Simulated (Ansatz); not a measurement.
Ansatz (an electronic-structure program) input (CCSD(T)/def2-SVPD):

Ansatz 0.2 input:
```yaml
crystal:
  periodic: [false, false, false]
  atoms:
    - {symbol: Cd, position_ang: [-0.00000000, -0.00000000, -0.31889748]}
    - {symbol: F, position_ang: [0.00000000, 0.00000000, 1.70078657]}
basis:
  gaussian:
    orbitals: def2-SVPD
total_charge: -1
magnetization: {spin_polarized: false}
correlation: {method: ccsd_t, electrons: outside_noble_gas}
```

Output:

```
Functional definition: HF
integrals: 0.03 GiB planned
555 factors; integrals over basis functions are off by at most 8.9e-4 eV
mean field: 0.11 GiB planned
mean field evaluation 1: about -7242.9337 eV, gradient 3.1e1 eV
mean field evaluation 2: about -7242.9534 eV, gradient 3.1e1 eV
mean field evaluation 4: about -7244.4911 eV, gradient 1.3e0 eV
mean field evaluation 8: about -7244.5020 eV, gradient 2.1e-4 eV
mean field evaluation 16: about -7244.4722 eV, gradient 1.3e0 eV
mean field -7244.50196273 eV, -266.2305366304 hartree, gradient 1.3e-6 eV, S^2 0.000000; 0 other end points of the search recorded, 0 dependent functions left out
5 core orbitals not correlated
reference -7244.50196273 eV, -266.2305366304 hartree; 10, 10 occupied and 42, 42 virtual orbitals, 555 factors
second order -13.73477181 eV of doubles, -0.00000000 eV of singles
coupled cluster: 0.10 GiB planned
cycle   1  -13.11975590 eV  change    6.2e-1 eV  update   1.2e-1
cycle   2  -13.44529025 eV  change   -3.3e-1 eV  update   4.3e-2
cycle   3  -13.52762941 eV  change   -8.2e-2 eV  update   2.4e-2
cycle   4  -13.52094306 eV  change    6.7e-3 eV  update   5.9e-3
cycle   5  -13.51568747 eV  change    5.3e-3 eV  update   2.3e-3
cycle   6  -13.51578119 eV  change   -9.4e-5 eV  update   7.6e-4
cycle   7  -13.51607855 eV  change   -3.0e-4 eV  update   3.2e-4
cycle   8  -13.51595898 eV  change    1.2e-4 eV  update   1.1e-4
cycle   9  -13.51590546 eV  change    5.4e-5 eV  update   4.1e-5
cycle  10  -13.51594974 eV  change   -4.4e-5 eV  update   1.3e-5
cycle  11  -13.51594202 eV  change    7.7e-6 eV  update   4.5e-6
perturbative correction -0.31689536 eV, -0.0116456895 hartree
Total energy: -7258.33480010 eV, -266.7388840276 hartree
```

This state (charge -1, singlet) is run at the relaxed geometry of the species with charge 0 and multiplicity 2.
